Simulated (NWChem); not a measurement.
System: CH₇FSi₂; SMILES F[SiH2]C[SiH3]

```xyz
11

Si    -0.3229    -1.7891    -0.0765
C      0.9253    -0.4411     0.3632
Si     0.4493     1.2815    -0.1652
F     -1.1300     1.5120     0.1703
H     -0.6938    -1.6916    -1.5215
H      0.2717    -3.1386     0.1698
H     -1.5568    -1.6522     0.7505
H      1.0939    -0.4630     1.4534
H      1.8904    -0.6866    -0.1152
H      0.6237     1.4503    -1.6356
H      1.2180     2.3255     0.5705
```
Atoms are numbered in this order, from 1.

Computed with NWChem. Coordinates come from a PBE0/def2-SVP optimisation. Hybrids' shares of exact exchange are those that their runs print; pure functionals count as 0. The functionals differ in more than this share.

```csv
row,share of exact exchange,orbital gap (eV)
PBE/def2-SVP,0.00,7.27
TPSSh/def2-SVP,0.10,8.54
B3LYP/def2-SVP,0.20,withheld
PW6B95/def2-SVP,0.28,9.61
```

Fit a straight line of the last column on the one before it, predict the withheld value, and compare with the run.


1. Means of the 3 shown rows: x = 0.127, y = 8.473. Slope Σ(x − x̄)(y − ȳ)/Σ(x − x̄)² = 0.3249/0.04027 = 8.070; intercept 7.451.
2. The shown rows scatter about the line by 0.202 (root mean square); the largest residual is +0.28, at TPSSh/def2-SVP.
3. At x = 0.20 (B3LYP/def2-SVP; inside the shown range) the line gives 9.06.
4. The run gives 9.10, +0.04 from the line, 0.2 times the scatter.
